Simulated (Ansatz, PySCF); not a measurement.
Spin states of HNiO (SMILES [OH][Ni]), each relaxed with B3LYP-D3(BJ)/def2-TZVP.
State 1 (charge 0, multiplicity 2):
| atom | x (Å) | y (Å) | z (Å) |
|---|---|---|---|
| Ni | -0.8819 | -0.6364 | -0.7730 |
| O | 0.4311 | -0.1373 | 0.2906 |
| H | 0.4178 | 0.8211 | 0.4122 |
State 2 (charge 0, multiplicity 4):
```xyz
3

Ni    -0.910    -0.700    -0.803
O      0.390    -0.096     0.265
H      0.487     0.843     0.467
```

Singlets are restricted, other states unrestricted; no spin–orbit coupling, no relativity up to Kr; see below for the cores. The largest T1 diagnostic is 0.064.

The values were computed with Ansatz (Gaussian basis) for Hartree–Fock, density functionals and correlated methods; PySCF for the dispersion terms. Values without a source in brackets are computed.

**Question.** What energy of the multiplicity-4 state less that of the multiplicity-2 state does B97M-V/def2-TZVPP give?

**Answer.** 13.4 kcal/mol

**Question.** Estimate the energy of the multiplicity-4 state less that of the multiplicity-2 state that PBE-D3(BJ)/def2-TZVPP returns for this input.

**Answer.** 24.3 kcal/mol

**Question.** What energy of the multiplicity-4 state less that of the multiplicity-2 state does BLYP-D4/def2-TZVPP give?

**Answer.** 25.2 kcal/mol

Ansatz is a first-principles code.
